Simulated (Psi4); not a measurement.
C₃H₁₀OSeSi (SMILES CC(C)[Se]O[SiH3]), singlet, geometry from GFN2-xTB, atoms displaced at random by about 0.03 Å a coordinate; PBE/STO-3G, gradient (Psi4 1.11).

The Psi4 input:
```
memory 2 GB

molecule {
0 1
Se    0.13601162   -0.06866788    1.02594044
C    -0.76142895   -1.28339958   -0.35515624
C    -1.57784983   -2.24380833    0.41360137
C     0.26030098   -1.84688879   -1.21941531
H    -1.39060871   -0.61433196   -0.91781710
H    -2.12744890   -2.89546506   -0.27125551
H    -0.90713030   -2.84256665    1.08467994
H    -2.34853503   -1.82082650    1.06072445
H     0.85879729   -1.07777922   -1.74258168
H    -0.21388929   -2.45532673   -1.98581021
H     0.88039858   -2.57854811   -0.71529500
O     0.94639481    1.04171009   -0.31747377
Si    0.36214277    2.29762247   -1.14696230
H    -0.61824103    1.72428306   -2.15921277
H     1.59639316    2.72564275   -1.84184674
H    -0.33307955    3.26830352   -0.37958708
symmetry c1
no_reorient
no_com
}

set {
  basis sto-3g
}

gradient('pbe')
print_variables()
```

Task: Write the output that Psi4 gives for this input, abridged.

Result: 
```
gradient() will perform analytic gradient computation.

   => Loading Basis Set <=

    Name: STO-3G
    Role: ORBITAL
    Keyword: BASIS

         ---------------------------------------------------------
                                   SCF
               by Justin Turney, Rob Parrish, Andy Simmonett
                          and Daniel G. A. Smith
                              RKS Reference
         ---------------------------------------------------------

  ==> Geometry <==

    Molecular point group: c1
    Full point group: C1

    Geometry (in Angstrom), charge = 0, multiplicity = 1:

       Center              X                  Y                   Z               Mass
    ------------   -----------------  -----------------  -----------------  -----------------
         SE           0.136011620000    -0.068667880000     1.025940440000    79.916521800000
         C           -0.761428950000    -1.283399580000    -0.355156240000    12.000000000000
         C           -1.577849830000    -2.243808330000     0.413601370000    12.000000000000
         C            0.260300980000    -1.846888790000    -1.219415310000    12.000000000000
         H           -1.390608710000    -0.614331960000    -0.917817100000     1.007825032230
         H           -2.127448900000    -2.895465060000    -0.271255510000     1.007825032230
         H           -0.907130300000    -2.842566650000     1.084679940000     1.007825032230
         H           -2.348535030000    -1.820826500000     1.060724450000     1.007825032230
         H            0.858797290000    -1.077779220000    -1.742581680000     1.007825032230
         H           -0.213889290000    -2.455326730000    -1.985810210000     1.007825032230
         H            0.880398580000    -2.578548110000    -0.715295000000     1.007825032230
         O            0.946394810000     1.041710090000    -0.317473770000    15.994914619570
         SI           0.362142770000     2.297622470000    -1.146962300000    27.976926534650
         H           -0.618241030000     1.724283060000    -2.159212770000     1.007825032230
         H            1.596393160000     2.725642750000    -1.841846740000     1.007825032230
         H           -0.333079550000     3.268303520000    -0.379587080000     1.007825032230

  Running in c1 symmetry.

  Rotational constants: A =      0.09219  B =      0.03849  C =      0.03130 [cm^-1]
  Rotational constants: A =   2763.85217  B =   1153.98293  C =    938.30279 [MHz]
  Nuclear repulsion =  551.582452579277742

  Charge       = 0
  Multiplicity = 1
  Electrons    = 84
  Nalpha       = 42
  Nbeta        = 42

  ==> Algorithm <==

  SCF Algorithm Type is DF.
  DIIS enabled.
  MOM disabled.
  Fractional occupation disabled.
  Guess Type is SAD.
  Energy threshold   = 1.00e-08
  Density threshold  = 1.00e-08
  Integral threshold = 1.00e-12

  ==> Primary Basis <==

  Basis Set: STO-3G
    Blend: STO-3G
    Number of shells: 35
    Number of basis functions: 57
    Number of Cartesian functions: 58
    Spherical Harmonics?: true
    Max angular momentum: 2

  ==> DFT Potential <==

   => LibXC <=

    Version 7.1.2
    S. Lehtola, C. Steigemann, M. J. T. Oliveira, and M. A. L. Marques,  SoftwareX 7, 1–5 (2018) (10.1016/j.softx.2017.11.002)

   => Composite Functional: PBE <=

    PBE GGA Exchange-Correlation Functional

    J.P. Perdew et. al., Phys. Rev. Lett., 77(18), 3865-3868, 1996

    Deriv               =              1
    GGA                 =           TRUE
    Meta                =          FALSE

    Exchange Hybrid     =          FALSE
    MP2 Hybrid          =          FALSE

   => Exchange Functionals <=

    1.0000     XC_GGA_X_PBE

   => Correlation Functionals <=

    1.0000     XC_GGA_C_PBE

   => LibXC Density Thresholds  <==

    XC_GGA_C_PBE:  1.00E-12
    XC_GGA_X_PBE:  1.00E-15

   => Molecular Quadrature <=

    Radial Scheme          =       TREUTLER
    Pruning Scheme         =           NONE
[...]
  @DF-RKS Final Energy: -2853.24784426736323
    Total Energy =                      -2853.2478442673632344
[...]
         H           -0.618241030000     1.724283060000    -2.159212770000     1.007825032230
         H            1.596393160000     2.725642750000    -1.841846740000     1.007825032230
         H           -0.333079550000     3.268303520000    -0.379587080000     1.007825032230

  Nuclear repulsion =  551.582452579277742

  ==> Basis Set <==

  Basis Set: STO-3G
    Blend: STO-3G
    Number of shells: 35
    Number of basis functions: 57
    Number of Cartesian functions: 58
    Spherical Harmonics?: true
    Max angular momentum: 2

  ==> DFJKGrad: Density-Fitted SCF Gradients <==

    Gradient:                    1
    J tasked:                  Yes
    K tasked:                   No
    wK tasked:                  No
    Integrals threads:           1
    Schwarz Cutoff:          1E-12
    Fitting Condition:       1E-10

   => Auxiliary Basis Set <=

  Basis Set: (STO-3G AUX)
    Blend: DEF2-UNIVERSAL-JKFIT
    Number of shells: 258
    Number of basis functions: 876
    Number of Cartesian functions: 1086
    Spherical Harmonics?: true
    Max angular momentum: 5

  ==> DFT Potential <==

   => LibXC <=

    Version 7.1.2
    S. Lehtola, C. Steigemann, M. J. T. Oliveira, and M. A. L. Marques,  SoftwareX 7, 1–5 (2018) (10.1016/j.softx.2017.11.002)

   => Composite Functional: PBE <=

    PBE GGA Exchange-Correlation Functional

    J.P. Perdew et. al., Phys. Rev. Lett., 77(18), 3865-3868, 1996

    Deriv               =              1
    GGA                 =           TRUE
    Meta                =          FALSE

    Exchange Hybrid     =          FALSE
    MP2 Hybrid          =          FALSE

   => Exchange Functionals <=

    1.0000     XC_GGA_X_PBE

   => Correlation Functionals <=

    1.0000     XC_GGA_C_PBE

   => LibXC Density Thresholds  <==

    XC_GGA_C_PBE:  1.00E-12
    XC_GGA_X_PBE:  1.00E-15

   => Molecular Quadrature <=

    Radial Scheme          =       TREUTLER
    Pruning Scheme         =           NONE
    Nuclear Scheme         =       TREUTLER

    Blocking Scheme        =         OCTREE
    BS radius alpha        =              1
    Pruning alpha          =              1
    Radial Points          =             75
    Spherical Points       =            302
    Total Points           =         336464
    Total Blocks           =           2478
    Max Points             =            256
    Max Functions          =             53
    Weights Tolerance      =       1.00E-15

  -Total Gradient:
     Atom            X                  Y                   Z
    ------   -----------------  -----------------  -----------------
       1        0.003647451942    -0.022496336928     0.027599416850
       2       -0.000033848969    -0.066254210504    -0.046750138470
       3        0.010491303356     0.045389695212    -0.030746434474
       4       -0.032949760559     0.029143391125     0.046381047100
       5        0.017540842841    -0.015544719394     0.015006314410
       6        0.000553013125     0.014062076929     0.005947850718
       7        0.009667740866     0.001519868985     0.009839765970
       8        0.004107610070    -0.015056509050    -0.005335629440
       9       -0.003300037721     0.000036816543    -0.005874995468
      10        0.010395306156     0.005145369726     0.018562723648
      11       -0.018362185519     0.002577908038    -0.013730249348
      12       -0.045802117787     0.074943309188    -0.054702522311
      13        0.038281018643    -0.010217361862     0.056873387326
      14       -0.011663044028    -0.016175629900    -0.009525812267
      15        0.009947007614    -0.005017767205    -0.004346148717
      16        0.007419674110    -0.021991771200    -0.009204593423

  Variable Map:
  ----------------------------------------------------------------------------
[...]
  Array Variable Map:
  ----------------------------------------------------------------------------
[...]
[...]
```
